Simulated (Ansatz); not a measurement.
Born–Oppenheimer molecular dynamics of ClH₅OW (8 atoms, charge 0, multiplicity 1). It starts from a relaxed structure.

All numbers below come from Ansatz 0.2.0, RKS PBE0-D4/def2-SVP.

```yaml
ensemble: NVT, Nosé–Hoover chain
time_step: 0.5 fs
steps_asked: 100
set_temperature: 500 K
thermostat: time constant 100 fs, chain length 3 (defaults)
seed: 310529
```

First frame:

```xyz
8
Properties=species:S:1:pos:R:3
W 0.091 -0.087 0.073
H -0.081 -0.401 1.722
O 1.881 0.190 -0.206
H 2.456 -0.140 -0.912
H -0.626 1.090 1.009
Cl -1.073 1.239 -1.486
H -0.007 -1.682 0.616
H -0.815 -1.161 -0.837
```

(1) What does the run give?

(2) What happens to the structure?

(3) How do temperature and energy run in time?

Answers

(1) All steps were run.

```yaml
steps_done: 100
time_covered: 50 fs
mean_temperature_over_the_second_half: 286 K
spread_of_the_potential_energy_over_the_second_half: 4.9 meV per atom
mean_potential_energy_of_the_second_half_above_the_start: 22.5 meV per atom
```

The conserved energy stayed within 0.24 meV per atom of its start (net change 0.19 meV per atom), so the integration is sound. The mean temperature of the second half is 43 % below the set value. A run of 0.05 ps of so small a system gives no equilibrium averages.

(2) The same pairs are bonded in the first frame and the last. Pairs count as bonded within 1.25 times the sum of covalent radii (0.12 Å more for H–H). The details hang on the random start.

(3) 
| time (fs) | T (K) | potential energy less start (eV) | conserved less start (meV/atom) |
| --- | --- | --- | --- |
| 0 | 500 | 0.000 | 0.00 |
| 4 | 349 | 0.117 | 0.08 |
| 8 | 271 | 0.178 | 0.06 |
| 12 | 149 | 0.274 | 0.13 |
| 16 | 239 | 0.205 | 0.10 |
| 20 | 176 | 0.256 | 0.18 |
| 24 | 213 | 0.228 | 0.15 |
| 28 | 155 | 0.275 | 0.24 |
| 32 | 283 | 0.177 | 0.13 |
| 36 | 249 | 0.207 | 0.17 |
| 40 | 335 | 0.143 | 0.10 |
| 44 | 318 | 0.161 | 0.11 |
| 48 | 383 | 0.115 | 0.04 |

Time of the run: 6.9 min on 1 thread of Arm Neoverse V2 (shared host), peak memory 0.18 GiB.
